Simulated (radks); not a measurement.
Values are calculated unless marked as measured or tabulated.
In, configuration [Kr] 4d10 5s2 5p1 (the NIST ground configuration). Level of theory: non-relativistic Kohn-Sham, PBEsol, spin-polarised, spherical densities, point nucleus; open shells are filled with parallel spins first (spin-orbit coupling, left out, can overturn this in heavy ions); relativity is left out, which matters for an element this heavy (a radial shooting solver on a logarithmic mesh with Libxc functionals).

Unscreened Slater integrals over Kohn-Sham orbitals (hartree). They are taken over the spin-up orbitals.

F0(5p,5p): 0.24732
F2(5p,5p): 0.12792
F0(5p,5s): 0.27988
G1(5p,5s): 0.17435
F0(5p,4d): 0.32085
F2(5p,4d): 0.070393
G1(5p,4d): 0.024230
G3(5p,4d): 0.020183
F0(5p,4p): 0.32536
F2(5p,4p): 0.053111
G0(5p,4p): 0.0089669
G2(5p,4p): 0.011207
F0(5s,5s): 0.33143
F0(5s,4d): 0.41403
G2(5s,4d): 0.050567
F0(5s,4p): 0.42364
G1(5s,4p): 0.022444
F0(4d,4d): 0.77488
F2(4d,4d): 0.38460
F4(4d,4d): 0.25157
F0(4d,4p): 0.85486
F2(4d,4p): 0.42551
G1(4d,4p): 0.53967
G3(4d,4p): 0.33074
F0(4p,4p): 0.96208
F2(4p,4p): 0.50410

Derived for the open shells (J is the average intra-shell exchange parameter used in DFT+U). 5p: J = F2/5 = 0.02558 hartree.
